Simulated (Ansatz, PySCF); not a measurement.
Species: AlI2, charge 0, multiplicity 2. It need not be the lowest isomer of its formula. 
Coordinates optimised at B3LYP-D3(BJ)/def2-TZVP (Ansatz, a quantum-chemistry and plane-wave program):
SMILES: [I][Al][I]
```xyz
3

Al     1.0265     0.3329     0.3098
I     -0.2746     1.6652    -1.3782
I      0.0228    -1.7469     1.3022
```
Charge 0, spin multiplicity 2.

Dipole moments at this geometry, in debye (magnitudes).

```json
[
 {"level": "revPBE/def2-TZVPD", "program": "Ansatz", "dipole (D)": "0.98"},
 {"level": "BP86/def2-TZVPD", "program": "PySCF", "dipole (D)": "1.03"},
 {"level": "M06-L/def2-TZVPD", "program": "PySCF", "dipole (D)": "0.82"},
 {"level": "TPSSh/def2-TZVPD", "program": "PySCF", "dipole (D)": "1.08"},
 {"level": "CCSD(T)/def2-SVPD", "program": "Ansatz", "dipole (D)": "1.06"}
]
```
